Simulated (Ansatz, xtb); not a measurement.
Diatomic GaRu, multiplicity 4 (lowest of 2S+1 = 2, 4, 6 at PBE0/def2-TZVPP; our sources give no spin for the ground state, which may be another). No spin–orbit coupling. Ga is treated without relativity.

The constants come from a fifth-degree fit in 1/R (seven points, main isotopes). Runs in def2 and cc sets follow the lowest solution found near the PBE0 minimum.

Run with Ansatz (Gaussian orbitals); xtb for the GFN methods. Each number belongs to the level named beside it. In def2 rows elements past Kr take small-core potentials, without spin–orbit coupling. The GFN methods have no spin term and hold the electronic entropy of 300 K.

```json
[
 {"level": "GFN1-xTB", "r_e (Å)": "2.438", "ω_e (cm⁻¹)": "243", "ω_e x_e (cm⁻¹)": "2.8", "α_e (cm⁻¹)": "0.00067", "dipole (D)": "-"},
 {"level": "PBE/def2-TZVPP", "r_e (Å)": "2.344", "ω_e (cm⁻¹)": "236", "ω_e x_e (cm⁻¹)": "0.51", "α_e (cm⁻¹)": "0.00043", "dipole (D)": "0.73"},
 {"level": "r2SCAN/def2-TZVPP", "r_e (Å)": "2.361", "ω_e (cm⁻¹)": "233", "ω_e x_e (cm⁻¹)": "0.70", "α_e (cm⁻¹)": "0.00037", "dipole (D)": "0.98"}
]
```

Doubts at one or more of the structures used: a spin-contaminated determinant (r2SCAN/def2-TZVPP).

Ansatz is a quantum-chemistry and plane-wave program.
